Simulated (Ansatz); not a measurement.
Calculated with Ansatz (gas phase, PBE0-D4/def2-TZVP geometries, no zero-point term in ΔE). CBS: MP2 limit from def2 TZ/QZ plus the TZ coupled-cluster correction, frozen cores. DFT in def2-TZVPP. For Ga outer-core shells are correlated without core-valence functions, which leaves a few kJ/mol of doubt a bond. Scalar relativity is left out up to krypton. Each species was taken in one conformer, which may not be the lowest.

Consider the formal exchange of groups at the Si–C bond: `O[SiH2]C(O)O` + `[NH2][GaH][OH]` → `O[SiH2][GaH][OH]` + `NC(O)O`.

`O[SiH2]C(O)O`:

```xyz
11

O    -1.000    0.657    1.544
Si    0.529    0.269    1.050
C     0.390   -0.179   -0.793
O    -0.361   -1.372   -0.833
O    -0.232    0.855   -1.517
H    -1.626   -0.070    1.566
H     1.100   -0.864    1.826
H     1.341    1.495    1.222
H     1.363   -0.314   -1.283
H    -0.491   -1.615   -1.757
H    -1.011    1.138   -1.025
```

`[NH2][GaH][OH]`:

Cartesian coordinates in Å:
```
N -0.298 -1.053 0.520
Ga -0.264 0.361 -0.614
O 0.919 1.661 -0.286
H 0.299 -1.163 1.321
H -0.929 -1.829 0.414
H -1.195 0.507 -1.841
H 1.468 1.515 0.487
```

`O[SiH2][GaH][OH]`:

Z-matrix (Å, degrees):
```
Si
Ga 1 2.403
O 1 1.651 2 101.7
H 1 1.489 2 113.5 3 -118.9
H 1 1.489 2 113.4 3 118.9
O 2 1.813 1 97.9 3 -0.1
H 2 1.567 1 145.5 3 179.9
H 3 0.965 1 113.2 2 0.2
H 6 0.959 2 117.7 1 -180.0
```

`NC(O)O`:

```xyz
9

N     0.133    0.843    0.805
C     0.183   -0.187   -0.188
O    -0.632    0.271   -1.228
O    -0.259   -1.389    0.353
H     0.233    1.755    0.378
H     0.862    0.713    1.492
H     1.190   -0.414   -0.570
H    -0.654   -0.419   -1.897
H    -1.056   -1.174    0.854
```

| level | ΔE (kJ/mol) |
| --- | --- |
| PBE0-D4 | 21.0 |
| MP2/CBS(def2) | 47.6 |

Q: What does CCSD(T)/CBS give? (An estimate is asked.)

A: Ansatz gave: +39.8 kJ/mol. The listed levels differ from it by -18.8, 7.8 kJ/mol.

Largest T1 diagnostic among the species: 0.014.
